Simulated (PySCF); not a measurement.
How methods differ on the ionisation energy of Pb(2+)

Pb(2+) [Xe] 4f14 5d10 6s2 (1S) → Pb(3+) [Xe] 4f14 5d10 6s1 (2S), as a difference of total energies. All numbers are calculated (PySCF 2.14, scalar relativity through the core potential, in def2-TZVP with the def2 core potential (60 electrons) (6s5p3d2f, 50 functions)). Correlated levels: valence: 5s2 5p6 5d10 frozen. The calculations carry no spin-orbit coupling.

```json
{"method": "UHF", "ionisation energy (eV)": "29.759", "error (eV)": "-2.178"}
{"method": "MN15", "ionisation energy (eV)": "32.276", "error (eV)": "+0.339"}
{"method": "PBE0", "ionisation energy (eV)": "31.755", "error (eV)": "-0.182"}
{"method": "MP2 (valence)", "ionisation energy (eV)": "30.323", "error (eV)": "-1.614"}
{"method": "SCS-MP2 (valence)", "ionisation energy (eV)": "30.436", "error (eV)": "-1.501"}
{"method": "CCSD (valence)", "ionisation energy (eV)": "30.512", "error (eV)": "-1.425"}
```

Reference: 31.937 eV (measured; NIST Atomic Spectra Database, ionization energies).

Errors of the correlated levels include the incompleteness of this basis and the frozen core.

With two correlated electrons CCSD is exact in that space.
